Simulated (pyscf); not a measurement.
PySCF, gas phase, ωB97X-D3(BJ)/def2-SVP geometries.

Estimate the classical barrier height and the reaction energy of `[S]=[Mo](=[S])([Cl])[Cl]` -> `[Cl][Mo]1([Cl])[S][S]1` [singlet] at ωB97M-D3(BJ)/def2-TZVP. The step runs on the singlet surface, breaks none and forms S–S; take the reactant's lowest minimum found as zero.

ΔE‡ = 229.1 kJ/mol, ΔE = +126.1 kJ/mol. Zero-point energy shifts the barrier by -2.8 kJ/mol. It is a ring closure, with an imaginary mode of 846i cm⁻¹. cyclic Cl₂MoS₂ (SMILES [Cl][Mo]1([Cl])[S][S]1) [singlet] is an excited spin state, 25.2 kJ/mol over the triplet at ωB97X-D3(BJ)/def2-TZVP. One saddle was located; it need not be the lowest between these sides. 2 of the closed-shell references are unstable towards spin polarisation; treat their single-reference values with care. Elements past Kr carry the def2 core potentials, without spin-orbit coupling.
